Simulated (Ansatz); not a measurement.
Breaking a bond: NaBr, singlet.

Computed with CCSD(T) on UHF/aug-cc-pVQZ, cores with 3d frozen run with Ansatz (a first-principles code).

### Question
Relative to R = 2.60 Å, what are the energies at R = 2.22, 2.45, 4.07, 4.97 Å?

### Answer
44.8 kJ/mol at 2.22 Å, 2.9 kJ/mol at 2.45 Å, 152.3 kJ/mol at 4.07 Å, 224.7 kJ/mol at 4.97 Å.

The unrestricted determinant behind UCCSD(T) is spin-contaminated at 6.12 to 7.56 Å (<S²> up to 1.0, against 0.00 for a pure singlet).
